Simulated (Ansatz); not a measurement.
SiEt2(OtBu)2 (C₁₂H₂₈O₂Si). The state is a singlet with charge 0. Geometry r2SCAN-D4/def2-SVP.

```csv
atom,x (Å),y (Å),z (Å)
Si1,-0.4615,-0.4037,-0.2746
C2,-2.2640,-0.2238,-0.7691
C3,-3.1790,-1.3580,-0.2909
H4,-2.3400,-0.1047,-1.8667
H5,-2.6021,0.7374,-0.3383
H6,-4.2399,-1.1440,-0.5001
H7,-2.9375,-2.3129,-0.7860
H8,-3.0741,-1.5140,0.7949
C9,0.3888,-1.8934,-1.0595
C10,0.0788,-3.2470,-0.4101
H11,1.4765,-1.6959,-1.0199
H12,0.1369,-1.9191,-2.1366
H13,0.6624,-4.0638,-0.8661
H14,0.3051,-3.2335,0.6683
H15,-0.9860,-3.5139,-0.5056
O16,-0.5019,-0.5779,1.3781
C17,0.4579,-0.2964,2.4052
C18,0.3590,1.1902,2.7521
C19,0.0563,-1.1623,3.5964
C20,1.8720,-0.6458,1.9355
H21,1.0450,1.4525,3.5736
H22,0.6101,1.7959,1.8685
H23,-0.6689,1.4352,3.0620
H24,-0.9784,-0.9345,3.8948
H25,0.7198,-0.9842,4.4573
H26,0.1077,-2.2289,3.3269
H27,2.1510,-0.0304,1.0656
H28,1.9369,-1.7093,1.6549
H29,2.6039,-0.4597,2.7375
O30,0.4241,0.9810,-0.5917
C31,0.5982,1.8296,-1.7278
C32,-0.5651,2.8234,-1.7854
C33,1.9186,2.5653,-1.4994
C34,0.6668,1.0026,-3.0148
H35,-0.4229,3.5519,-2.5996
H36,-1.5195,2.3006,-1.9564
H37,-0.6384,3.3723,-0.8330
H38,1.8759,3.1308,-0.5551
H39,2.1306,3.2672,-2.3210
H40,2.7472,1.8427,-1.4297
H41,-0.2791,0.4619,-3.1879
H42,1.4839,0.2658,-2.9588
H43,0.8450,1.6509,-3.8873
```

B3LYP takes the VWN-RPA correlation. Single mean-field runs in def2-TZVP are fitted with def2-universal-jkfit.

Task: Estimate the orbital energies around the gap (eV) in Ansatz with PBE-D4/def2-SVP, PBE-D4/def2-TZVP, revPBE-D4/def2-TZVP, B3LYP-D4/6-31G, PBE0-D4/def2-SVP.

Result: 
| orbital | PBE-D4/def2-SVP | PBE-D4/def2-TZVP | revPBE-D4/def2-TZVP | B3LYP-D4/6-31G | PBE0-D4/def2-SVP |
| --- | --- | --- | --- | --- | --- |
| HOMO−5 | -7.78 | -7.86 | -7.81 | -8.98 | -9.23 |
| HOMO−4 | -7.04 | -7.10 | -7.05 | -8.23 | -8.51 |
| HOMO−3 | -6.73 | -6.85 | -6.78 | -7.71 | -8.27 |
| HOMO−2 | -6.38 | -6.50 | -6.43 | -7.37 | -7.89 |
| HOMO−1 | -6.07 | -6.21 | -6.14 | -7.11 | -7.66 |
| HOMO | -5.65 | -5.78 | -5.71 | -6.64 | -7.05 |
| LUMO | 0.49 | 0.00 | 0.14 | 1.63 | 1.32 |
| LUMO+1 | 0.72 | 0.30 | 0.43 | 1.82 | 1.60 |
| LUMO+2 | 1.02 | 0.57 | 0.71 | 2.17 | 1.91 |
| LUMO+3 | 1.43 | 0.94 | 1.07 | 2.63 | 2.36 |
| LUMO+4 | 1.61 | 1.10 | 1.20 | 2.93 | 2.53 |
| LUMO+5 | 1.65 | 1.19 | 1.30 | 3.05 | 2.58 |
